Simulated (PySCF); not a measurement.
## Calculated data, AlBHNO, B2FH3O, BClH2O, BH4NOSi and others

Calculation on a computer-drawn molecule: optimised geometry and harmonic frequencies of an isolated molecule of the commonest isotopes, restricted reference for singlets and unrestricted otherwise, frozen core in MP2. Program: PySCF 2.14.0.

Common to all runs: multiplicity 1.

```yaml
- entry: 1
  formula: AlBHNO
  start_structure:
    atoms_angstrom:
      - [O, -1.017, -2.6017, 0.765]
      - [B, 0.0011, -1.7743, 0.9202]
      - ["N", 0.9715, -0.9777, 1.0503]
      - [Al, 2.3374, 0.1435, 1.2231]
      - [H, -1.2407, -3.1212, 1.5246]
  given:
    charge: 0
    method: MP2
    basis: "cc-pV(D+d)Z"
    drawn_bonds_atom: [1, 2, 3, 1]
    drawn_bonds_other_atom: [2, 3, 4, 5]
    drawn_bonds_order: [1, 2, 1, 1]
  results:
    optimised_atom_element: [O, B, "N", Al, H]
    "optimised_atom_x [angstrom]": [-1.049, -0.01281, 0.9755, 2.368, -1.229]
    "optimised_atom_y [angstrom]": [-2.622, -1.781, -0.9597, 0.1567, -3.125]
    "optimised_atom_z [angstrom]": [0.7489, 0.908, 1.013, 1.257, 1.556]
    "modes_frequency [cm^-1]": [61.24, 63.98, 418.0, 465.2, 512.4, 1001, 1115, 1966, 3877]
    "modes_reduced_mass [dalton]": [12.4, 10.91, 4.563, 11.05, 14.65, 1.302, 10.03, 11.26, 1.066]
    "rotational_constants [GHz]": [632.4, 2.255, 2.247]
    "total_energy [hartree]": -397.0606
    "convergence_status_largest_gradient_component [hartree/bohr]": 3.833e-05
- entry: 2
  formula: B2FH3O
  start_structure:
    atoms_angstrom:
      - [O, -0.0431, -0.0226, 0.9158]
      - [B, 1.0756, -0.3537, 0.2996]
      - [B, 1.228, -1.753, -0.621]
      - [F, 1.0746, -1.7532, -1.93]
      - [H, -0.0453, 0.7766, 1.4499]
      - [H, 1.9828, 0.4099, 0.3329]
      - [H, 1.6159, -2.8256, -0.1785]
  given:
    charge: 0
    method: HF
    basis: cc-pVDZ
    drawn_bonds_atom: [1, 2, 3, 1, 2, 3]
    drawn_bonds_other_atom: [2, 3, 4, 5, 6, 7]
    drawn_bonds_order: [1, 1, 1, 1, 1, 1]
  results:
    optimised_atom_element: [O, B, B, F, H, H, H]
    "optimised_atom_x [angstrom]": [-0.04845, 1.107, 1.255, 1.048, -0.05431, 2.016, 1.565]
    "optimised_atom_y [angstrom]": [-0.06599, -0.3139, -1.77, -1.763, 0.747, 0.4806, -2.837]
    "optimised_atom_z [angstrom]": [0.938, 0.2804, -0.6261, -1.948, 1.42, 0.3636, -0.1599]
    "modes_frequency [cm^-1]": [77.65, 259.3, 295.4, 631.6, 765.2, 923.0, 982.3, 1085, 1157, 1271, 1311, 1473, 2630, 2686, 4159]
    "modes_reduced_mass [dalton]": [3.425, 2.919, 2.406, 1.576, 1.832, 1.736, 1.721, 1.108, 1.557, 1.734, 4.134, 3.723, 1.091, 1.092, 1.066]
    "rotational_constants [GHz]": [28.13, 3.679, 3.593]
    "total_energy [hartree]": -225.5023
    "convergence_status_largest_gradient_component [hartree/bohr]": 6.973e-06
- entry: 3
  formula: B2FH3O
  start_structure:
    atoms_angstrom:
      - [O, -0.0484, -0.066, 0.938]
      - [B, 1.107, -0.3139, 0.2804]
      - [B, 1.2549, -1.7699, -0.6261]
      - [F, 1.0483, -1.7626, -1.9478]
      - [H, -0.0543, 0.747, 1.4205]
      - [H, 2.0157, 0.4806, 0.3636]
      - [H, 1.5653, -2.8369, -0.1599]
  given:
    charge: 0
    method: MP2
    basis: cc-pVDZ
    drawn_bonds_atom: [1, 2, 3, 1, 2, 3]
    drawn_bonds_other_atom: [2, 3, 4, 5, 6, 7]
    drawn_bonds_order: [1, 1, 1, 1, 1, 1]
  results:
    optimised_atom_element: [O, B, B, F, H, H, H]
    "optimised_atom_x [angstrom]": [-0.07019, 1.104, 1.256, 1.049, -0.03364, 2.012, 1.571]
    "optimised_atom_y [angstrom]": [-0.07536, -0.3149, -1.77, -1.77, 0.7627, 0.4888, -2.843]
    "optimised_atom_z [angstrom]": [0.941, 0.2811, -0.6282, -1.964, 1.423, 0.3731, -0.1579]
    "modes_frequency [cm^-1]": [59.32, 243.1, 281.6, 624.4, 760.0, 884.1, 943.6, 1043, 1119, 1203, 1277, 1426, 2589, 2627, 3850]
    "modes_reduced_mass [dalton]": [3.279, 2.993, 2.395, 1.709, 1.77, 1.736, 1.633, 1.097, 1.487, 1.809, 4.328, 3.855, 1.092, 1.093, 1.066]
    "rotational_constants [GHz]": [27.63, 3.64, 3.552]
    "total_energy [hartree]": -226.0367
    "convergence_status_largest_gradient_component [hartree/bohr]": 1.819e-05
- entry: 4
  formula: BClH2O
  start_structure:
    atoms_angstrom:
      - [O, -0.7426, -1.1446, -2.087]
      - [B, -0.9081, -1.9004, -1.0173]
      - [Cl, -1.7861, -3.434, -1.4032]
      - [H, -0.3732, -0.2813, -1.8591]
      - [H, -0.6671, -1.7232, 0.0886]
  given:
    charge: 0
    method: HF
    basis: "cc-pV(D+d)Z"
    drawn_bonds_atom: [1, 2, 1, 2]
    drawn_bonds_other_atom: [2, 3, 4, 5]
    drawn_bonds_order: [1, 1, 1, 1]
  results:
    optimised_atom_element: [O, B, Cl, H, H]
    "optimised_atom_x [angstrom]": [-0.7592, -0.9709, -1.772, -0.3276, -0.6474]
    "optimised_atom_y [angstrom]": [-1.1, -1.931, -3.473, -0.295, -1.685]
    "optimised_atom_z [angstrom]": [-2.078, -1.053, -1.385, -1.831, 0.06921]
    "modes_frequency [cm^-1]": [413.3, 591.4, 786.2, 961.9, 1081, 1259, 1421, 2768, 4162]
    "modes_reduced_mass [dalton]": [8.025, 1.125, 3.537, 1.505, 1.05, 1.627, 4.788, 1.097, 1.067]
    "rotational_constants [GHz]": [60.85, 5.571, 5.104]
    "total_energy [hartree]": -560.3180
    "convergence_status_largest_gradient_component [hartree/bohr]": 2.884e-05
- entry: 5
  formula: BClH2O
  start_structure:
    atoms_angstrom:
      - [O, -0.7592, -1.0998, -2.0777]
      - [B, -0.9709, -1.9309, -1.0533]
      - [Cl, -1.772, -3.4727, -1.3849]
      - [H, -0.3276, -0.295, -1.8312]
      - [H, -0.6474, -1.6851, 0.0692]
  given:
    charge: 0
    method: MP2
    basis: "cc-pV(D+d)Z"
    drawn_bonds_atom: [1, 2, 1, 2]
    drawn_bonds_other_atom: [2, 3, 4, 5]
    drawn_bonds_order: [1, 1, 1, 1]
  results:
    optimised_atom_element: [O, B, Cl, H, H]
    "optimised_atom_x [angstrom]": [-0.7649, -0.9748, -1.771, -0.3227, -0.6433]
    "optimised_atom_y [angstrom]": [-1.101, -1.937, -3.474, -0.2948, -1.676]
    "optimised_atom_z [angstrom]": [-2.105, -1.058, -1.379, -1.805, 0.0686]
    "modes_frequency [cm^-1]": [399.9, 595.5, 787.8, 913.6, 1035, 1190, 1374, 2699, 3865]
    "modes_reduced_mass [dalton]": [8.039, 1.132, 3.273, 1.49, 1.053, 1.735, 4.413, 1.097, 1.066]
    "rotational_constants [GHz]": [59.5, 5.566, 5.09]
    "total_energy [hartree]": -560.7284
    "convergence_status_largest_gradient_component [hartree/bohr]": 1.003e-05
- entry: 6
  formula: BH4NOSi
  start_structure:
    atoms_angstrom:
      - [O, -1.3659, -1.7183, -1.2957]
      - [B, -0.6626, -0.548, -1.3046]
      - ["N", 0.695, -0.4578, -1.2771]
      - [Si, 2.2291, -0.17, -1.2074]
      - [H, -0.744, -2.5362, -1.3093]
      - [H, -1.393, 0.4456, -1.2057]
      - [H, 3.0882, 0.0448, -2.4466]
      - [H, 3.0619, -0.0145, -0.0484]
  given:
    charge: 0
    method: HF
    basis: "cc-pV(D+d)Z"
    drawn_bonds_atom: [1, 2, 3, 1, 2, 4, 4]
    drawn_bonds_other_atom: [2, 3, 4, 5, 6, 7, 8]
    drawn_bonds_order: [1, 1, 2, 1, 1, 1, 1]
  results:
    optimised_atom_element: [O, B, "N", Si, H, H, H, H]
    "optimised_atom_x [angstrom]": [-1.322, -0.6927, 0.7073, 2.235, -0.7118, -1.41, 3.055, 3.048]
    "optimised_atom_y [angstrom]": [-1.751, -0.5412, -0.4061, -0.1512, -2.474, 0.4231, 0.007053, -0.06113]
    "optimised_atom_z [angstrom]": [-1.299, -1.264, -1.255, -1.244, -1.317, -1.239, -2.456, -0.02049]
    "modes_frequency [cm^-1]": [83.12, 164.2, 244.5, 502.6, 640.8, 742.0, 753.7, 837.1, 976.6, 1088, 1118, 1239, 1353, 1635, 2362, 2367, 2695, 4158]
    "modes_reduced_mass [dalton]": [3.641, 5.566, 1.122, 4.995, 1.258, 1.175, 1.229, 3.296, 1.528, 1.104, 1.208, 1.547, 3.846, 11.37, 1.056, 1.03, 1.093, 1.066]
    "rotational_constants [GHz]": [36.29, 2.594, 2.492]
    "total_energy [hartree]": -445.3226
    "convergence_status_largest_gradient_component [hartree/bohr]": 2.614e-05
- entry: 7
  formula: BH3O2
  start_structure:
    atoms_angstrom:
      - [O, -1.8488, 0.6433, -1.6211]
      - [B, -1.9675, 1.6881, -0.8647]
      - [O, -2.6102, 1.7281, 0.2192]
      - [H, -2.2269, -0.2183, -1.3518]
      - [H, -1.4182, 2.6578, -1.275]
      - [H, -3.0585, 0.9088, 0.5744]
  given:
    charge: 0
    method: HF
    basis: cc-pVDZ
    drawn_bonds_atom: [1, 2, 1, 2, 3]
    drawn_bonds_other_atom: [2, 3, 4, 5, 6]
    drawn_bonds_order: [1, 1, 1, 1, 1]
  results:
    optimised_atom_element: [O, B, O, H, H, H]
    "optimised_atom_x [angstrom]": [-1.821, -1.952, -2.639, -2.247, -1.427, -3.045]
    "optimised_atom_y [angstrom]": [0.5787, 1.687, 1.731, -0.2024, 2.691, 0.9228]
    "optimised_atom_z [angstrom]": [-1.661, -0.8886, 0.281, -1.341, -1.263, 0.5545]
    "modes_frequency [cm^-1]": [478.7, 531.8, 642.1, 1004, 1016, 1086, 1185, 1301, 1495, 2780, 4160, 4165]
    "modes_reduced_mass [dalton]": [1.064, 2.821, 1.444, 1.489, 1.085, 3.118, 1.187, 1.859, 5.979, 1.098, 1.067, 1.066]
    "rotational_constants [GHz]": [59.3, 10.33, 8.8]
    "total_energy [hartree]": -176.2700
    "convergence_status_largest_gradient_component [hartree/bohr]": 7.423e-06
- entry: 8
  formula: BH3O2
  start_structure:
    atoms_angstrom:
      - [O, -1.8212, 0.5787, -1.6612]
      - [B, -1.9518, 1.6868, -0.8886]
      - [O, -2.6388, 1.7313, 0.281]
      - [H, -2.2467, -0.2024, -1.3413]
      - [H, -1.4267, 2.6906, -1.2633]
      - [H, -3.0448, 0.9228, 0.5545]
  given:
    charge: 0
    method: MP2
    basis: cc-pVDZ
    drawn_bonds_atom: [1, 2, 1, 2, 3]
    drawn_bonds_other_atom: [2, 3, 4, 5, 6]
    drawn_bonds_order: [1, 1, 1, 1, 1]
  results:
    optimised_atom_element: [O, B, O, H, H, H]
    "optimised_atom_x [angstrom]": [-1.81, -1.952, -2.643, -2.258, -1.424, -3.044]
    "optimised_atom_y [angstrom]": [0.5745, 1.687, 1.749, -0.204, 2.696, 0.905]
    "optimised_atom_z [angstrom]": [-1.682, -0.8886, 0.2968, -1.324, -1.265, 0.5445]
    "modes_frequency [cm^-1]": [481.1, 498.2, 625.4, 949.7, 968.5, 1017, 1140, 1246, 1442, 2729, 3863, 3866]
    "modes_reduced_mass [dalton]": [1.061, 2.833, 1.546, 1.41, 1.081, 3.017, 1.167, 1.894, 6.538, 1.098, 1.066, 1.065]
    "rotational_constants [GHz]": [59.29, 9.99, 8.549]
    "total_energy [hartree]": -176.7315
    "convergence_status_largest_gradient_component [hartree/bohr]": 2.028e-05
- entry: 9
  formula: B2FH2O
  start_structure:
    atoms_angstrom:
      - [O, -2.0547, 0.8932, -0.5682]
      - [B, -2.3926, 1.1069, 0.6763]
      - [B, -2.3456, 0.3526, 2.105]
      - [F, -2.5672, 0.2474, 3.2953]
      - [H, -1.6718, 0.1506, -1.0728]
      - [H, -2.898, 2.0442, 0.9653]
  given:
    charge: 1
    method: HF
    basis: cc-pVDZ
    drawn_bonds_atom: [1, 2, 3, 1, 2]
    drawn_bonds_other_atom: [2, 3, 4, 5, 6]
    drawn_bonds_order: [1, 1, 1, 1, 1]
  results:
    optimised_atom_element: [O, B, B, F, H, H]
    "optimised_atom_x [angstrom]": [-2.054, -2.488, -2.387, -2.358, -1.661, -2.982]
    "optimised_atom_y [angstrom]": [0.8445, 1.33, 0.3978, -0.1602, -0.01231, 2.395]
    "optimised_atom_z [angstrom]": [-0.555, 0.5724, 2.114, 3.201, -0.6552, 0.7237]
    "modes_frequency [cm^-1]": [180.7, 290.7, 435.3, 615.2, 634.0, 905.3, 1002, 1153, 1511, 1733, 2849, 4133]
    "modes_reduced_mass [dalton]": [5.719, 4.721, 8.736, 5.111, 1.543, 1.357, 1.156, 1.184, 7.667, 12.65, 1.103, 1.069]
    "rotational_constants [GHz]": [49.26, 3.273, 3.069]
    "total_energy [hartree]": -224.6223
    "convergence_status_largest_gradient_component [hartree/bohr]": 4.417e-05
- entry: 10
  formula: B2FH2O
  start_structure:
    atoms_angstrom:
      - [O, -2.054, 0.8445, -0.555]
      - [B, -2.488, 1.3296, 0.5724]
      - [B, -2.3866, 0.3978, 2.1138]
      - [F, -2.3582, -0.1602, 3.2012]
      - [H, -1.6608, -0.0123, -0.6552]
      - [H, -2.9822, 2.3955, 0.7237]
  given:
    charge: 1
    method: MP2
    basis: cc-pVDZ
    drawn_bonds_atom: [1, 2, 3, 1, 2]
    drawn_bonds_other_atom: [2, 3, 4, 5, 6]
    drawn_bonds_order: [1, 1, 1, 1, 1]
  results:
    optimised_atom_element: [O, B, B, F, H, H]
    "optimised_atom_x [angstrom]": [-2.056, -2.486, -2.385, -2.362, -1.658, -2.984]
    "optimised_atom_y [angstrom]": [0.8601, 1.32, 0.3981, -0.1566, -0.02215, 2.396]
    "optimised_atom_z [angstrom]": [-0.5795, 0.5834, 2.103, 3.213, -0.6504, 0.7307]
    "modes_frequency [cm^-1]": [164.6, 268.0, 431.2, 610.1, 646.9, 877.5, 962.0, 1106, 1442, 1665, 2769, 3827]
    "modes_reduced_mass [dalton]": [5.695, 4.7, 8.274, 5.266, 1.762, 1.238, 1.158, 1.189, 7.533, 12.61, 1.102, 1.069]
    "rotational_constants [GHz]": [50.15, 3.23, 3.035]
    "total_energy [hartree]": -225.1328
    "convergence_status_largest_gradient_component [hartree/bohr]": 2.344e-05
```
